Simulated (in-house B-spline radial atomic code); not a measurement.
Ionisation energies along the 21-electron series, configuration 1s2 2s2 2p6 3s2 3p6 3d3/2(3), as differences of self-consistent energies. Dirac energy differences include first-order Breit, QED and recoil terms. NIST's values go from ground level to ground level; the uncertainty of those that are theory runs from under 0.1 % in few-electron ions to several per cent in heavy many-electron ones. Computed with an all-electron radial atomic-structure program (B-spline basis): Dirac-Hartree-Fock, jj configuration that fills j = l - 1/2 first, finite nuclei.

A number in brackets counts the electrons of a j subshell.

| ion | configuration after | ionisation energy (eV) | IE/(q+1)² (eV) | -ε less Coulomb ΔSCF (eV) | Breit and QED recoil part (eV) | tabulated value (eV) | computed minus tabulated (eV) |
| --- | --- | --- | --- | --- | --- | --- | --- |
| Ag26+ | [Ar] 3d3/2(2) | 1381.5 | 1.895 | 2.1229 | -0.6074 | 1382 | -1 |
| Cd27+ | [Ar] 3d3/2(2) | ? | ? | ? | ? | ? | ? |
| In28+ | [Ar] 3d3/2(2) | 1575.0 | 1.8728 | 2.1366 | -0.7453 | 1575 | 0 |
| Sn29+ | [Ar] 3d3/2(2) | 1676.5 | 1.8627 | 2.1432 | -0.82116 | 1676 | 0 |
| Sb30+ | [Ar] 3d3/2(2) | 1781.0 | 1.8533 | 2.1496 | -0.90186 | 1781 | 0 |
| Te31+ | [Ar] 3d3/2(2) | ? | ? | ? | ? | ? | ? |
| I32+ | [Ar] 3d3/2(2) | 1999.5 | 1.8361 | 2.1618 | -1.0782 | 1999 | 0 |
| Xe33+ | [Ar] 3d3/2(2) | 2113.4 | 1.8282 | 2.1677 | -1.1742 | 2113 | 0 |
| Cs34+ | [Ar] 3d3/2(2) | ? | ? | ? | ? | ? | ? |
| Ba35+ | [Ar] 3d3/2(2) | 2350.7 | 1.8138 | 2.1791 | -1.3826 | 2349 | 2 |
| La36+ | [Ar] 3d3/2(2) | 2474.0 | 1.8072 | 2.1847 | -1.4953 | 2473 | 1 |
| Ce37+ | [Ar] 3d3/2(2) | 2600.5 | 1.8009 | 2.1901 | -1.6139 | 2600 | 1 |
| Pr38+ | [Ar] 3d3/2(2) | 2730.2 | 1.795 | 2.1955 | -1.7385 | 2729 | 1 |
| Nd39+ | [Ar] 3d3/2(2) | 2863.0 | 1.7894 | 2.2008 | -1.8694 | 2861 | 2 |
| Pm40+ | [Ar] 3d3/2(2) | 2999.0 | 1.7841 | 2.206 | -2.0065 | 2997 | 2 |
| Sm41+ | [Ar] 3d3/2(2) | 3138.2 | 1.779 | 2.2112 | -2.1501 | 3137 | 1 |
| Eu42+ | [Ar] 3d3/2(2) | 3280.5 | 1.7742 | 2.2163 | -2.3004 | 3279 | 2 |
| Gd43+ | [Ar] 3d3/2(2) | 3426.1 | 1.7697 | 2.2214 | -2.4575 | 3424 | 2 |
| Tb44+ | [Ar] 3d3/2(2) | 3574.8 | 1.7653 | 2.2264 | -2.6217 | 3573 | 2 |
| Dy45+ | [Ar] 3d3/2(2) | 3726.7 | 1.7612 | 2.2314 | -2.793 | 3725 | 2 |
| Ho46+ | [Ar] 3d3/2(2) | 3881.9 | 1.7573 | 2.2363 | -2.9716 | 3880 | 2 |
| Er47+ | [Ar] 3d3/2(2) | 4040.3 | 1.7536 | 2.2413 | -3.1578 | 4038 | 2 |
| Tm48+ | [Ar] 3d3/2(2) | 4201.9 | 1.7501 | 2.2462 | -3.3515 | 4199 | 3 |
| Yb49+ | [Ar] 3d3/2(2) | 4366.7 | 1.7467 | 2.251 | -3.5531 | 4364 | 3 |

(1) Fill in the row of Cd27+.

(2) Fill in the row of Te31+.

(3) Fill in the row of Cs34+.

## Answers

(1) ionisation energy (eV): 1476.7; IE/(q+1)² (eV): 1.8835; -ε less Coulomb ΔSCF (eV): 2.1299; Breit and QED recoil part (eV): -0.67407; tabulated value (eV): 1477; computed minus tabulated (eV): 0.

(2) ionisation energy (eV): 1888.7; IE/(q+1)² (eV): 1.8444; -ε less Coulomb ΔSCF (eV): 2.1558; Breit and QED recoil part (eV): -0.98744; tabulated value (eV): 1889; computed minus tabulated (eV): 0.

(3) ionisation energy (eV): 2230.5; IE/(q+1)² (eV): 1.8208; -ε less Coulomb ΔSCF (eV): 2.1735; Breit and QED recoil part (eV): -1.2757; tabulated value (eV): 2230; computed minus tabulated (eV): 0.
